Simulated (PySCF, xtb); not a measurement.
chloro(silyl)silane (ClH5Si2), SMILES [SiH3][SiH2]Cl.

Geometry optimised at B3LYP-D3(BJ)/def2-SVP.

These are C-PCM-B3LYP/def2-SVP (PySCF 2.14.0) values and carry that method's errors.

The values are the electrostatic part of the solvation free energy, E(continuum) − E(gas) at the gas-phase geometry, in a cavity of scaled van der Waals radii (PySCF's table); cavitation and dispersion terms are not included. In vacuum the orbital gap is 7.41 eV. The dipole moment in vacuum is 1.40 D.

| solvent | ε | ΔG(elec) (kcal/mol) | dipole (D) | gap (eV) |
|---|---|---|---|---|
| water | 78.36 | -1.1 | 1.85 | 7.50 |
| benzene | 2.27 | -0.6 | 1.63 | 7.46 |
| dichloromethane | 8.93 | -1.0 | 1.79 | 7.49 |

For comparison, GFN2-xTB/ALPB(water) (xtb, at the GFN2-xTB geometry, all terms of that model) gives -0.6 kcal/mol.
